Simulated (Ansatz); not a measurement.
Input (CCSDTQ/cc-pV(D+d)Z; Ansatz, a first-principles code): A basis named .json is the Basis Set Exchange file of that set.

Ansatz 0.2 input:
```yaml
crystal:
  periodic: [false, false, false]
  atoms:
    - {symbol: Si, position_ang: [-0.94874963, 0.07418637, 0.19500858]}
    - {symbol: Si, position_ang: [1.19974854, -0.09381294, -0.24659957]}
    - {symbol: H, position_ang: [-1.72299294, 1.33343391, 0.07154179]}
    - {symbol: H, position_ang: [-1.79099173, -1.05866198, 0.65073216]}
basis:
  gaussian:
    orbitals: cc-pV_D+d_Z.json
magnetization: {spin_polarized: false}
correlation: {method: ccsdtq, electrons: outside_noble_gas}
```

Output:

```
Functional definition: HF
integrals: 0.04 GiB planned
1084 factors; integrals over basis functions are off by at most 1.7e-7 eV
mean field: 0.16 GiB planned
mean field evaluation 1: about -15752.4080 eV, gradient 1.1e1 eV
mean field evaluation 2: about -15752.4084 eV, gradient 1.1e1 eV
mean field evaluation 4: about -15753.3365 eV, gradient 1.6e0 eV
mean field evaluation 8: about -15753.3625 eV, gradient 7.0e-4 eV
mean field evaluation 16: about -15753.3618 eV, gradient 2.4e-1 eV
mean field evaluation 32: about -15750.7469 eV, gradient 5.0e-2 eV
mean field -15753.36250402 eV, -578.9253940102 hartree, gradient 1.6e-6 eV, S^2 0.000000; 1 other end points of the search recorded, 0 dependent functions left out; unrestricted orbitals would lower it
determinant -15753.36250402 eV, -578.9253940102 hartree, with singles and doubles -15759.15661983 eV, -579.1383238388 hartree
determinant -15750.74690827 eV, -578.8292726394 hartree, with singles and doubles -15756.18262922 eV, -579.0290316997 hartree
10 core orbitals not correlated
reference -15753.36250402 eV, -578.9253940102 hartree; 5, 5 occupied and 41, 41 virtual orbitals, 1084 factors
second order -4.66617639 eV of doubles, -0.00000000 eV of singles
coupled cluster: 2.81 GiB planned
cycle   1  -5.40158058 eV  change   -7.4e-1 eV  update   1.0e-1
cycle   2  -5.94271805 eV  change   -5.4e-1 eV  update   5.2e-2
cycle   3  -6.08440737 eV  change   -1.4e-1 eV  update   2.7e-2
cycle   4  -6.08022299 eV  change    4.2e-3 eV  update   1.0e-2
cycle   5  -6.09278538 eV  change   -1.3e-2 eV  update   5.5e-3
cycle   6  -6.09656816 eV  change   -3.8e-3 eV  update   2.4e-3
cycle   7  -6.09363857 eV  change    2.9e-3 eV  update   1.3e-3
cycle   8  -6.09297508 eV  change    6.6e-4 eV  update   5.4e-4
cycle   9  -6.09358490 eV  change   -6.1e-4 eV  update   3.0e-4
cycle  10  -6.09379232 eV  change   -2.1e-4 eV  update   1.5e-4
cycle  11  -6.09377564 eV  change    1.7e-5 eV  update   8.7e-5
cycle  12  -6.09370777 eV  change    6.8e-5 eV  update   4.7e-5
cycle  13  -6.09366484 eV  change    4.3e-5 eV  update   2.2e-5
cycle  14  -6.09367107 eV  change   -6.2e-6 eV  update   1.3e-5
cycle  15  -6.09368700 eV  change   -1.6e-5 eV  update   8.9e-6
cycle  16  -6.09369305 eV  change   -6.0e-6 eV  update   5.4e-6
cycle  17  -6.09369332 eV  change   -2.8e-7 eV  update   3.4e-6
cycle  18  -6.09369055 eV  change    2.8e-6 eV  update   1.6e-6
cycle  19  -6.09368919 eV  change    1.4e-6 eV  update   8.8e-7
cycle  20  -6.09368963 eV  change   -4.5e-7 eV  update   4.9e-7
coupled cluster: 2.81 GiB planned
Total energy: -15759.45619366 eV, -579.1493329738 hartree
```

A triplet may lie lower; no result for it is given here.
